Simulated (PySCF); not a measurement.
## From computed data to an observable: entropy of an ideal gas

ReO₄, SMILES [Re-](=[O])(=[O])(=[O])=[O], charge -1, multiplicity 1.

The structure is a stationary point at PBE0-D3(BJ)/def2-SVPD. The spin state was assumed, not searched. The isomer is the one that the SMILES or the coordinates give; other isomers of the formula were not compared. The def2 effective core potentials stand for the cores of Re; spin–orbit coupling is left out.

PySCF with PBE0-D3(BJ)/def2-SVPD gives the harmonic wavenumbers 330, 330, 330, 337, 337, 943, 943, 943, 1000 cm⁻¹ and the rotational temperatures 0.1895, 0.1895, 0.1895 K. The molar mass is 250.20 g/mol, the symmetry number 12, the spin multiplicity 1.

Question: Work out the entropy at 298.15 K and 1 atm in the rigid-rotor, harmonic-oscillator model.

Answer: 
Translation (Sackur–Tetrode at 1 atm): S = R[1.5 ln M + 2.5 ln T − 1.16487] = 177.6 J/(mol K).
Rotation: q = (√π/σ) T^1.5/√(θA θB θC) = 9220, S = R[ln q + 3/2] = 88.4 J/(mol K).
Vibration: with u = 1.4388 ν/T, each mode gives R[u/(e^u − 1) − ln(1 − e^−u)]:
| ν (cm⁻¹) | modes | u | S (J/(mol K)) |
|---|---|---|---|
| 330 | 3 | 1.59 | 15.82 |
| 337 | 2 | 1.63 | 10.26 |
| 943 | 3 | 4.55 | 1.48 |
| 1000 | 1 | 4.83 | 0.39 |
These are all the modes. Sum 27.9 J/(mol K).
Spin: R ln 1 = 0.0 J/(mol K).
Total 293.9 J/(mol K); the program's own thermochemistry gives 293.9. Translation makes up 60 % and vibration 10 %. Anharmonicity, hindered rotation and orbital degeneracy are left out.
